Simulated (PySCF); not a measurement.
Cost of excited-state runs on `O=C1C[C@H](CF)[C@@H]1F`, C₅H₆F₂O

Geometry (Å), atoms numbered from 1 in this order:
```xyz
14

O     2.6099    0.7832   -0.4512
C     1.5818    0.3532   -0.0343
C     0.8566   -0.9718   -0.1332
C    -0.4141   -0.2945    0.4243
C    -1.4705   -0.0171   -0.6347
F    -2.0515   -1.1953   -1.0291
C     0.4217    0.9598    0.7694
F    -0.0781    2.1621    0.3515
H     0.7777   -1.3775   -1.1404
H     1.2829   -1.7372    0.5122
H    -0.8748   -0.7914    1.2784
H    -1.0324    0.4412   -1.5269
H    -2.2683    0.6211   -0.2424
H     0.6583    1.0637    1.8340
```

PySCF with density fitting, on 1 thread of an AMD EPYC 9R45, shared host. Command: `OMP_NUM_THREADS=1 python excited_run.py task.json out`

Question: How long does this run take, and how much memory?
- circular dichroism and optical rotation, CAM-B3LYP/aug-cc-pVDZ; 12 states; writes grids

Answer: 
| run | level | basis functions | wall time | peak memory (GiB) |
| --- | --- | --- | --- | --- |
| circular dichroism and optical rotation | CAM-B3LYP/aug-cc-pVDZ | 238 | 47 s | 1.1 |

Times from a shared host are rough.
